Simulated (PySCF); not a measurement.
**Ionisation energy of Pt⁶¹⁺ by level of theory**

Pt⁶¹⁺ [Ne] 3s2 3p5 (2P) → Pt⁶²⁺ [Ne] 3s2 3p4 (3P), as a difference of total energies. Computed with PySCF 2.14 in an uncontracted even-tempered set (16 s from 17 bohr⁻², ratio 2.5; 10 p from 22 bohr⁻², ratio 2.5; 4 d from 89 bohr⁻², ratio 2.7; 4 f from 130 bohr⁻², ratio 2.7), with no relativity, point nucleus. Correlated levels: outer shells: 1s2 frozen; virtual orbitals above 40 to 60 times the deepest correlated orbital energy dropped. The calculations carry no spin-orbit coupling.

```json
{"method": "UHF", "ionisation energy (eV)": "6527.6"}
{"method": "LDA", "ionisation energy (eV)": "6530.0"}
{"method": "PBE", "ionisation energy (eV)": "6530.9"}
{"method": "PBE0", "ionisation energy (eV)": "6530.6"}
{"method": "r2SCAN", "ionisation energy (eV)": "6530.7"}
{"method": "BHandHLYP", "ionisation energy (eV)": "6530.2"}
{"method": "revPBE", "ionisation energy (eV)": "6530.8"}
{"method": "MP2 (outer shells)", "ionisation energy (eV)": "6528.5"}
{"method": "SCS-MP2 (outer shells)", "ionisation energy (eV)": "6528.4"}
```

Spin-orbit coupling is strong in these open shells (close to jj coupling). The scalar numbers leave it out and a first-order estimate fails, so it can dominate the gap to the real levels.

The gap to the reference is mostly relativistic.

For comparison: 6646 ± 12 eV (theoretical estimate listed by NIST; NIST Atomic Spectra Database, ionization energies).
